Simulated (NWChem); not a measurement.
System: InHOBrCl; SMILES [OH][In]([Br])[Cl]

```xyz
5

In     0.2987    -0.4299     0.0000
Cl    -1.2951    -2.1386     0.0000
Br    -0.4050     1.9182     0.0000
O      2.2250    -0.8909     0.0000
H      2.3569    -1.8477     0.0000
```
Atoms are numbered in this order, from 1.

Results from NWChem. Structure relaxed at the PBE0/def2-SVP level. def2 effective core potentials on In; no spin-orbit coupling. Field at 589 nm.

Question: What does the run give for B3LYP/def2-SVPD (core potentials)? Quantities: isotropic polarisability (bohr³); anisotropy (bohr³).

Answer: The isotropic polarisability (bohr³) comes out as 81.2. The anisotropy (bohr³) is 38.5.
